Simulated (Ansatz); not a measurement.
Cl$_{5}$HMoO (`[OH][Mo]([Cl])([Cl])([Cl])([Cl])[Cl]`), relaxed with RKS PBE0-D4/def2-TZVP in Ansatz 0.2.0 from a GFN2-xTB geometry. The force threshold is 0.005 eV/Å; the program also tests the step.

The species carries charge 0 and has multiplicity 1. Mo: def2 effective core potential.

Start:

```xyz
8

O    -1.084    0.403    0.888
Mo    0.222   -0.082   -0.179
Cl   -0.889   -2.093   -0.599
Cl    1.307    1.939    0.256
Cl    1.830   -0.680   -1.495
Cl    1.318   -1.064    1.632
Cl   -0.899    0.909   -1.971
H    -1.805    0.668    1.468
```

**Question.** By how much does the energy fall, and how many steps does the optimiser take? (Estimate.)

**Answer.** Ansatz gave: 30.76 kJ/mol, in 29 steps, 3 of them rejected.

**Question.** Which bonds change most? (Estimate.)

**Answer.** Computed: Mo2–Cl5 from 2.162 to 2.269 Å; O1–Mo2 from 1.755 to 1.832 Å; Mo2–Cl6 from 2.333 to 2.268 Å; Mo2–Cl3 from 2.336 to 2.286 Å.

**Question.** Give the relaxed structure. (Best estimate.)

**Answer.** Computed: 
```xyz
8

O    -1.126    0.413    1.044
Mo    0.264   -0.139   -0.014
Cl   -0.675   -2.192   -0.377
Cl    1.457    1.775    0.355
Cl    1.633   -0.549   -1.776
Cl    1.451   -1.088    1.669
Cl   -1.092    0.890   -1.645
H    -1.912    0.890    0.744
```
